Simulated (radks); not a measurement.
Isoelectronic series with 2 electrons, each ion in its NIST ground configuration. All-electron calculation, scalar-relativistic Kohn-Sham, PBE, spin-polarised, spherical densities, point nucleus. Program: a radial shooting solver on a logarithmic mesh with Libxc functionals. Total energies (hartree) and orbital eigenvalues (Ry):

| ion | configuration | E (hartree) | 1s |
|---|---|---|---|
| He | [He] | -2.89307 | -1.15862 |
| Ne8+ | [He] | -93.91472 | -83.50486 |
| Ar16+ | [He] | -314.03139 | -294.8655 |
| Fe24+ | [He] | -665.57645 | -637.5041 |
| Se32+ | [He] | -1152.37823 | -1115.172 |
| Mo40+ | [He] | -1779.98184 | -1733.327 |
| Sn48+ | [He] | -2555.99035 | -2499.467 |
| Ce56+ | [He] | -3490.5816 | -3423.641 |
| Dy64+ | [He] | -4597.2928 | -4519.221 |
| W72+ | [He] | -5894.2358 | -5804.099 |
